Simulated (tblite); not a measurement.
C4H5F2O2 (doublet state).
Bonds: C1–O2, O2–C3, C3–C4 (double), C3–O5, O5–C6, C6–F7, C6–F8. Hydrogens: H9, H10 on C1; H11, H12 on C4; H13 on C6.

Structure optimised with GFN2-xTB, isolated species. This method treats the open shell by occupation alone, without spin polarisation.

**Question.** List the bond lengths, angles and torsions at this level.

**Answer.** 
```
  bond  length (bohr)   order
 C1–O2          2.540  single
 O2–C3          2.508  single
 C3=C4          2.533  double
 C3–O5          2.633  single
 O5–C6          2.547  single
 C6–F7          2.531  single
 C6–F8          2.560  single
 C1–H9          2.020  single
C1–H10          2.022  single
C4–H11          2.023  single
C4–H12          2.025  single
C6–H13          2.091  single
```

Orders are formal, as drawn. A selection of angles:
```
   angle  degrees
C1–O2–C3    123.4
O2–C3–C4    121.3
O2–C3–O5    113.8
C4–C3–O5    124.9
C3–O5–C6    118.3
O5–C6–F7    107.8
O5–C6–F8    111.9
F7–C6–F8    106.0
```

Torsions: C1–O2–C3–C4 179° (antiperiplanar); O2–C3–O5–C6 159° (antiperiplanar); C3–O5–C6–F7 -161° (antiperiplanar). The mirror-image conformer, all signs reversed, is as good.

C4 (carbon bonded to C and 2 H) is planar (angles 122.7°, 118.9° and 118.4°, sum 359.9°, 0.02 Å off the plane of its three neighbours). C3 (carbon bonded to C and 2 O) is planar (angles 124.9°, 121.3° and 113.8°, sum 360.0°, 0.00 Å off the plane of its three neighbours). Of the pairs four or more bonds apart, O5···H10 is among the closest relative to their van der Waals radii: 2.33 Å, 86 % of the sum of Bondi's values. The 4 C–O bonds span 1.327 Å (O2–C3, drawn single) to 1.393 Å (C3–O5, drawn single), a spread of 0.066 Å. C1 (carbon bonded to O and 2 H) is planar (angles 124.2°, 121.8° and 114.0°, sum 359.9°, 0.02 Å off the plane of its three neighbours).

Point group: C1 (no symmetry element, even within 0.4 Å). Its GFN2-xTB frequencies are all real (lowest 56 cm⁻¹). Torsions: H–C1–O2–C3 178° and 2°, C1–O2–C3–C4 179°, O2–C3–O5–C6 159°, C3–O5–C6–F7 -161°. 3 starts were optimised and ended at 0.00, 1.18 and 1.86 kcal/mol (GFN2-xTB); the lowest of these is shown.

All values are computed, not measured.
